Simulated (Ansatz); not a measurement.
`C[NH][InH][F]` + `CC(=O)OC(C)C` → `CC(C)[O][InH][F]` + `CNC(C)=O`  (formal exchange of groups at the In–N bond)

Calculated with Ansatz (gas phase, PBE0-D4/def2-TZVP geometries, no zero-point term in ΔE). CBS: MP2 limit from def2 TZ/QZ plus the TZ coupled-cluster correction, frozen cores. DFT in def2-TZVPP. B3LYP here is the variant with VWN-RPA as its local correlation; programs differ in this. def2 core potentials past Kr. For In outer-core shells are correlated without core-valence functions, which leaves a few kJ/mol of doubt a bond. One conformer a species, not always the lowest.

(1) Is it downhill or uphill in electronic energy at CCSD(T)/CBS, and by how much? (An estimate is asked.)

(2) What do these levels give: PBE-D4, r2SCAN-D4, B3LYP-D4, ωB97X-V, ωB97M-V, B2PLYP, PBE, PBE0, CCSD/def2-TZVPP, HF/def2-QZVPP, HF/CBS(def2), CCSD/CBS(def2)? (Estimate.)

Largest T1 diagnostic among the species: 0.016.

Results:

(1) Computed: Downhill: ΔE = -17.9 kJ/mol.

(2) Ansatz gave: PBE-D4 -24.3, r2SCAN-D4 -22.4, B3LYP-D4 -21.3, ωB97X-V -15.8, ωB97M-V -15.5, B2PLYP -17.9, PBE -23.1, PBE0 -19.9, CCSD/def2-TZVPP -12.9, HF/def2-QZVPP -11.9, HF/CBS(def2) -12.0, CCSD/CBS(def2) -16.7 kJ/mol.

From PBE to PBE0 (25 % exact exchange), in def2-TZVPP and without D4, ΔE moves by +3.2 kJ/mol.
